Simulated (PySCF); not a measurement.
## Radial density of Sc⁺ (scandium, charge +1)

TPSS, [Ar] 3d1 4s1, high-spin 3D determinant. Calculation: PySCF 2.14, in def2-TZVP (6s4p4d1f, 45 functions); no relativity, point nucleus.

| r (bohr) | 4πr²ρ (e/bohr) | 4πr²(ρα − ρβ) |
| --- | --- | --- |
| 0.00103 | 0.07948 | 0.0000 |
| 0.00174 | 0.2190 | 0.0001 |
| 0.00293 | 0.5880 | 0.0003 |
| 0.00492 | 1.532 | 0.0007 |
| 0.00828 | 3.761 | 0.0017 |
| 0.0139 | 8.409 | 0.0037 |
| 0.0234 | 16.01 | 0.0066 |
| 0.0394 | 23.48 | 0.0079 |
| 0.0663 | 23.38 | 0.0029 |
| 0.112 | 18.22 | -0.0006 |
| 0.188 | 23.82 | 0.0259 |
| 0.315 | 22.56 | 0.0752 |
| 0.531 | 7.744 | 0.2715 |
| 0.893 | 8.939 | 0.5877 |
| 1.50 | 4.474 | 0.5021 |
| 2.53 | 0.7736 | 0.5209 |
| 4.25 | 0.2461 | 0.2450 |
| 7.14 | 0.007262 | 0.0073 |
